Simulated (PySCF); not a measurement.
Computed shifts of a molecule CH3Cl2NSi2, PBE/pcSseg-1 (PySCF), GIAO, gas phase, atoms alike by connectivity averaged where their shifts nearly agree, in ppm (number of nuclei): ²⁹Si: 32.3 (1), 29.8 (1). ¹³C: 221.8 (1). ¹⁵N: 513.5 (1). ¹H: 10.15 (1), 6.18 (2). References: ³⁵Cl against HCl (σ = 936.5 ppm); ²⁹Si against TMS (σ = 335.4 ppm); ¹³C against TMS (σ = 182.0 ppm); ¹⁵N against NH3 (σ = 267.0 ppm); ¹H against TMS (σ = 31.49 ppm), references at their B3LYP-D3(BJ)/def2-TZVP geometries, non-relativistic (without spin–orbit terms, shifts of atoms bonded to Cl or Br come out too high). Geometry optimised at r2SCAN-D4/def2-SVP. Other conformers were not sampled.

Q: Which structure fits?
A. Cl[Si]1(Cl)C=N[SiH2]1
B. Cl[Si@H]1C=N[Si@@H]1Cl
C. Cl[Si]1(Cl)N=C[SiH2]1

A: A, Cl[Si]1(Cl)C=N[SiH2]1
